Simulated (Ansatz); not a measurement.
Job for Ansatz (an electronic-structure program): R-r2SCAN/def2-TZVPPD on CH8Si (a complex), monomers drawn apart or pushed together. Files ending in .json are basis or fitting sets from the Basis Set Exchange.

Ansatz 0.2 input:
```yaml
crystal:
  periodic: [false, false, false]
  atoms:
    - {symbol: C, position_ang: [0.04923857, -0.11821289, -0.08035271]}
    - {symbol: H, position_ang: [-0.18798148, 0.90473633, 0.20852291]}
    - {symbol: H, position_ang: [1.02349754, -0.39274876, 0.32162086]}
    - {symbol: H, position_ang: [-0.70970760, -0.79264067, 0.31376523]}
    - {symbol: H, position_ang: [0.07115905, -0.19236641, -1.16675698]}
    - {symbol: Si, position_ang: [-0.08790417, 0.21189438, 5.18254204]}
    - {symbol: H, position_ang: [0.61819585, 1.39168879, 4.63568658]}
    - {symbol: H, position_ang: [-0.12499972, 0.30201371, 6.66009778]}
    - {symbol: H, position_ang: [0.62572094, -1.02125871, 4.78306933]}
    - {symbol: H, position_ang: [-1.47101242, 0.17558736, 4.65771136]}
basis:
  gaussian:
    orbitals: def2-TZVPPD.json
hamiltonian:
  xc: {name: r2SCAN}
scf: {lower_state_search: off}
```

Program output:

```
Functional definition: r2SCAN
[...]
these checks for a lower state are left out or cut short: stability, starts, cluster_reference, orbital_swaps, neighbouring_geometries, increment
integrals: 0.09 GiB planned
951 factors; their error is unknown
mean field: 0.77 GiB planned
mean field evaluation 1: about -9037.2833 eV, gradient 5.3e1 eV
mean field evaluation 2: about -9034.7498 eV, gradient 5.8e1 eV
mean field evaluation 4: about -9043.8793 eV, gradient 7.4e-1 eV
mean field evaluation 8: about -9043.8485 eV, gradient 5.2e-1 eV
mean field evaluation 16: about -9043.8488 eV, gradient 4.2e-6 eV
mean field -9043.84882371 eV, -332.3553141305 hartree, gradient 4.5e-6 eV, S^2 0.000000; 0 other end points of the search recorded, 0 dependent functions left out
reference -9043.84883823 eV, -332.3553146641 hartree; 14, 14 occupied and 207, 207 virtual orbitals, 951 factors
Total energy: -9043.84883823 eV, -332.3553146641 hartree
Checks for a lower state left out: stability, starts, cluster_reference, orbital_swaps, neighbouring_geometries, increment
```

The calculation finished and met its thresholds.

Cost: roughly 5 core-seconds.
